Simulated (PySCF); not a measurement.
Isomers of C6H10O, mass 98.073 u with the commonest isotopes. Level of theory: PBE0-D3(BJ)/def2-SVP geometry optimisation, gas phase (PySCF 2.14.0). One conformer each, none proved a minimum here; rigid rotors.

Problem. Order these by dipole moment, largest first.
A. `[O:1]=[CH:2][CH:3]1[CH2:4][CH2:5][CH2:6][CH2:7]1` with O1–C2–C3–C4 6°, C2–C3–C4–C5 108°, C3–C4–C5–C6 34°, C4–C5–C6–C7 -42°, C5–C6–C7–C3 33° (cyclopentanecarbaldehyde)
B. `[O:1]=[C:2]1[CH2:3][CH2:4][CH2:5][CH2:6][CH2:7]1` with O1–C2–C3–C4 132°, C2–C3–C4–C5 52°, C3–C4–C5–C6 -56°, C4–C5–C6–C7 56° (cyclohexanone)
C. `[CH3:1][O:2][C:3]1=[CH:4][CH2:5][CH2:6][CH2:7]1` with C1–O2–C3–C4 0°, C3–C4–C5–C6 -14°, C4–C5–C6–C7 23°, C5–C6–C7–C3 -22°, O2–C3–C7–C6 -168°

Solution. B (3.07 D), A (2.63 D), C (0.83 D).

Problem. Order these by out-of-plane moment Σ m c² = (Ia + Ib − Ic)/2, largest first.
A. `[CH3:1][O:2][C:3]1=[CH:4][CH2:5][CH2:6][CH2:7]1` with C1–O2–C3–C4 0°, C3–C4–C5–C6 -14°, C4–C5–C6–C7 23°, C5–C6–C7–C3 -22°, O2–C3–C7–C6 -168° (1-methoxycyclopentene)
B. `[O:1]=[C:2]1[CH2:3][CH2:4][CH2:5][CH2:6][CH2:7]1` with O1–C2–C3–C4 132°, C2–C3–C4–C5 52°, C3–C4–C5–C6 -56°, C4–C5–C6–C7 56°
C. `[O:1]=[CH:2][CH:3]1[CH2:4][CH2:5][CH2:6][CH2:7]1` with O1–C2–C3–C4 6°, C2–C3–C4–C5 108°, C3–C4–C5–C6 34°, C4–C5–C6–C7 -42°, C5–C6–C7–C3 33°

Solution. C (25.77 u·Å²), B (16.22 u·Å²), A (7.43 u·Å²).

Problem. Order these by radius of gyration √(Σ m r²/M), smallest first.
A. `[CH3:1][O:2][C:3]1=[CH:4][CH2:5][CH2:6][CH2:7]1` with C1–O2–C3–C4 0°, C3–C4–C5–C6 -14°, C4–C5–C6–C7 23°, C5–C6–C7–C3 -22°, O2–C3–C7–C6 -168°
B. `[O:1]=[CH:2][CH:3]1[CH2:4][CH2:5][CH2:6][CH2:7]1` with O1–C2–C3–C4 6°, C2–C3–C4–C5 108°, C3–C4–C5–C6 34°, C4–C5–C6–C7 -42°, C5–C6–C7–C3 33°
C. `[O:1]=[C:2]1[CH2:3][CH2:4][CH2:5][CH2:6][CH2:7]1` with O1–C2–C3–C4 132°, C2–C3–C4–C5 52°, C3–C4–C5–C6 -56°, C4–C5–C6–C7 56°

Solution. C (1.764 Å), B (1.818 Å), A (1.866 Å).

```tsv
SMILES	point group	Ia (u·Å²)	Ib (u·Å²)	Ic (u·Å²)	κ	μa (D)	μb (D)	μc (D)
O=CC1CCCC1	C1	100.55	249.18	298.20	-0.80	1.96	1.48	0.93
O=C1CCCCC1	Cs	118.93	202.55	289.03	-0.40	2.95	0.00	0.84
COC1=CCCC1	C1	81.45	267.65	334.24	-0.84	0.53	0.64	0.04
```
